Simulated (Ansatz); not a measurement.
`F[SiH](F)[Si](F)(F)F` + `CO[SiH2][S][GeH3]` → `CO[SiH2]S[SiH](F)F` + `F[Si](F)(F)[GeH3]`  (redistribution)

Computed with Ansatz on PBE0-D4/def2-TZVP structures; ΔE is electronic, products minus reactants. CCSD(T)/CBS is the MP2 limit (def2-TZVPP, def2-QZVPP) plus CCSD(T) − MP2 in def2-TZVPP, frozen cores. DFT in def2-TZVPP. For Ge outer-core shells are correlated without core-valence functions, which leaves a few kJ/mol of doubt a bond. Scalar relativity is left out up to krypton. One conformer a species, not always the lowest.

`F[SiH](F)[Si](F)(F)F`:

Cartesian coordinates in Å:
```
F -1.997 -0.277 -0.991
Si -0.632 0.519 -0.859
F 0.177 0.345 -2.213
Si 0.619 -0.463 0.865
F 2.013 0.260 1.026
F -0.140 -0.342 2.244
F 0.895 -1.992 0.598
H -0.936 1.951 -0.671
```

`CO[SiH2][S][GeH3]`:

Cartesian coordinates in Å:
```
C -0.693 1.869 0.865
O -0.567 0.466 0.800
Si -1.222 -0.440 -0.403
S -0.294 -2.338 -0.382
Ge 1.807 -1.586 -0.402
H -1.690 2.161 1.212
H -0.509 2.338 -0.108
H 0.045 2.244 1.576
H -2.677 -0.672 -0.210
H -0.996 0.277 -1.689
H 2.271 -1.284 1.028
H 1.876 -0.321 -1.272
H 2.648 -2.713 -1.015
```

`CO[SiH2]S[SiH](F)F`:

```xyz
13

C    -1.100   -1.027   -1.247
O    -0.658   -0.831    0.082
Si    0.859   -1.111    0.629
S     1.389    0.532    1.893
Si    0.277    1.978    0.836
F     0.554    1.884   -0.727
F     0.810    3.391    1.317
H    -0.294   -0.859   -1.968
H    -1.902   -0.315   -1.448
H    -1.488   -2.041   -1.373
H     0.943   -2.321    1.481
H     1.782   -1.223   -0.528
H    -1.174    1.942    1.052
```

`F[Si](F)(F)[GeH3]`:

```xyz
8

F     1.039    2.023    0.066
Si    0.820    0.547    0.591
F     0.465    0.652    2.129
F     2.213   -0.192    0.488
Ge   -0.866   -0.579   -0.625
H    -2.181    0.198   -0.496
H    -1.038   -1.991   -0.054
H    -0.452   -0.660   -2.098
```

| level | ΔE (kcal/mol) |
| --- | --- |
| r2SCAN-D4 | -15.2 |
| MP2/def2-TZVPP | -14.2 |

Problem. What does CCSD(T)/CBS give? (An estimate is asked.)

Solution. Computed: -14.5 kcal/mol. The listed levels differ from it by -0.7, 0.3 kcal/mol.

Largest T1 diagnostic among the species: 0.013.

In def2-TZVPP, CCSD(T) changes the Hartree–Fock value by −2.2 kcal/mol (the triples alone add −0.2 kcal/mol) and MP2 by −2.5 kcal/mol.
